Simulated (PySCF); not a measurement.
Two species compared at the same levels of theory.

First species: C₃H₉FSi₂.
Numbering: `[F:1][C@@H:2]1[CH2:3][SiH2:4][CH2:5][SiH2:6]1` (hydrogens: H7 on C2; H8, H9 on C3; H10, H11 on Si4; H12, H13 on C5; H14, H15 on Si6)

Second species: C6H10.
SMILES: `C(/C=C\C)(=C)C`

Levels: wB97X-D/def2-SVPD for HOMO energy, LUMO energy, HOMO–LUMO gap and static isotropic polarisability; TDDFT wB97X-D/def2-SVPD for lowest singlet excitation; TDA wB97X-D/def2-SVPD for lowest triplet excitation (Tamm–Dancoff). Geometries: GFN2-xTB. All species are isolated and taken at one optimised geometry, non-relativistic unless stated; the electronic structure was computed with PySCF and density fitting.

Dipoles, sizes and rotational constants follow the conformer. The torsions of the flexible species, by atom-mapped SMILES:
- `[CH2:1]=[C:2]([CH3:3])/[CH:4]=[CH:5]\[CH3:6]`: C1–C2–C4–C5 176°

The conformers of `F[C@@H]1C[SiH2]C[SiH2]1` aren't listed.

```json
{"property": "HOMO energy", "column X": "-9.84 eV", "column Y": "-8.14 eV"}
{"property": "LUMO energy", "column X": "1.92 eV", "column Y": "1.14 eV"}
{"property": "HOMO–LUMO gap", "column X": "11.76 eV", "column Y": "9.28 eV"}
{"property": "lowest singlet excitation", "column X": "7.41 eV", "column Y": "5.68 eV"}
{"property": "lowest triplet excitation (Tamm–Dancoff)", "column X": "6.95 eV", "column Y": "3.27 eV"}
{"property": "static isotropic polarisability", "column X": "85.3 au", "column Y": "77.6 au"}
```

(1) Which column belongs to which species?

(2) How does each property change from the first species to the second?

Answers

(1) Column X is the first species and column Y the second. The first has 15 atoms and 64 electrons, the second 16 and 46.

(2) HOMO energy +1.70 eV; LUMO energy -0.78 eV; HOMO–LUMO gap -2.48 eV; lowest singlet excitation -1.73 eV; lowest triplet excitation (Tamm–Dancoff) -3.68 eV; static isotropic polarisability -7.7 au.

On the first: In wavenumbers S1 is 59700 cm⁻¹ (1 eV = 8065.54 cm⁻¹). The polarisability is 12.65 Å³ as a volume (1 au = 0.148185 Å³), or 1.33 au for each of the 64 electrons.

On the second: No computed singlet falls in the visible range (750 to 380 nm, 1.65 to 3.26 eV); S1 lies 2.42 eV above its blue end. The 8 singlets span 5.68 to 8.05 eV, and their oscillator strengths add up to 0.68.
